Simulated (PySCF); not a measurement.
# Correlation energy of Tl²⁺ (thallium, charge +2)

[Xe] 4f14 5d10 6s1, 2S determinant. All numbers are calculated (PySCF 2.14, scalar relativity by spin-free X2C-1e, in x2c-TZVPPall (11s7p6d3f, 83 functions)). Frozen: [Kr] 4d10 4f14; 19 electrons correlated.

MP2 pair energies summed by pair of shells (mhartree):

```
 pair   energy  share (%)
5d-5d  -227.48       55.8
5p-5d   -75.96       18.6
5d-6s   -50.06       12.3
5p-5p   -21.42        5.3
5s-5d   -15.03        3.7
5s-5p    -9.78        2.4
5p-6s    -5.52        1.4
5s-5s    -1.99        0.5
5s-6s    -0.45        0.1
```

Total MP2 correlation energy: -407.69 mhartree.

Same-spin part -143.71 and opposite-spin part -263.98 mhartree; SCS-MP2 scales them by 1/3 and 6/5 to -364.67 mhartree.

This basis was not built for core-valence correlation, so the inner-shell part is incomplete.
